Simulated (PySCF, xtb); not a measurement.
AuCl, SMILES [Au][Cl] (connectivity only; charge and spin as stated), charge -1, multiplicity 2.

Harmonic wavenumbers (cm⁻¹) from xtb with GFN2-xTB at its own minimum, in rising order: 98.

Task: What does PBE-D3(BJ)/def2-TZVPD run with PySCF 2.14.0 give at its own minimum? (An estimate is asked for; the answer gives what the named calculation found.)

Result: 222. Paired by order, the mean absolute difference is 123 cm⁻¹ and the zero-point energies are 0.1 and 0.3 kcal/mol.
